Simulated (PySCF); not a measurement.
# Zn²⁺: ionisation energy

Zn²⁺ [Ar] 3d10 (1S) → Zn³⁺ [Ar] 3d9 (2D), as a difference of total energies. Calculation: PySCF 2.14, in aug-cc-pwCVDZ-PP with ECP10MDF (6s6p5d3f, 70 functions); a scalar-relativistic core potential. Correlated levels: valence: 3s2 3p6 frozen. The calculations carry no spin-orbit coupling.

```tsv
method	ionisation energy (eV)
UHF	37.011
MP2 (valence)	40.022
SCS-MP2 (valence)	39.666
CCSD (valence)	39.357
CCSD(T) (valence)	39.483
```

Problem. How much does correlation contribute at CCSD(T) (valence)?

Solution. 39.483 − (37.011) = 2.472 eV, measured against UHF.

The reference lies between the lowest fine-structure levels, while these numbers refer to the centres of the terms.

Errors of the correlated levels include the incompleteness of this basis and the frozen core.

For comparison: 39.723 eV (measured; NIST Atomic Spectra Database, ionization energies).
